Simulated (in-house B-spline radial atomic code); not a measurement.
A radial electron density 4πr²n(r) was computed for an atom or ion in its tabulated ground configuration with an all-electron radial atomic-structure program (B-spline basis); method: Dirac-Kohn-Sham PBE, spherical fractional occupations. Columns: r (bohr), 4πr²n(r) (electrons per bohr), bar.

```
0.000507    2.864 #
0.000629    4.047 #
0.000779    5.671 ##
0.000965    7.903 ###
  0.0012       11 ####
 0.00148    14.99 #####
 0.00184    20.45 #######
 0.00227    27.25 #########
 0.00282    36.08 ############
 0.00349    46.62 ###############
 0.00433    58.98 ###################
 0.00536    72.28 #######################
 0.00664    85.54 ###########################
 0.00823    97.01 ###############################
  0.0102    104.6 #################################
  0.0126    106.9 ##################################
  0.0157    103.6 #################################
  0.0194    97.76 ###############################
   0.024    94.49 ##############################
  0.0298    99.48 ################################
  0.0369    113.9 ####################################
  0.0457    130.8 ##########################################
  0.0566    137.6 ############################################
  0.0702    127.5 #########################################
  0.0869    111.2 ####################################
   0.108    108.2 ###################################
   0.133      121 #######################################
   0.165    125.2 ########################################
   0.205    100.9 ################################
   0.254    71.44 #######################
   0.315     67.8 ######################
    0.39    78.05 #########################
   0.483    71.09 #######################
   0.598    47.69 ###############
   0.742    28.27 #########
   0.919    19.58 ######
    1.14     14.7 #####
    1.41    9.707 ###
    1.75    5.279 ##
    2.17    2.483 #
    2.68    1.037 
    3.32   0.3494 
    4.12  0.08462 
     5.1  0.01317 
    6.32 0.001119
```

Problem. Which atom or ion is it?
A. Re3+
B. Re2+
C. W2+
D. Pt3+

Solution. B. The area under the curve, ∫4πr²n dr = ∫r·4πr²n d(ln r) on this logarithmic grid, is 73 electrons, which only this option has. The configuration is [Xe] 4f14 5d5.
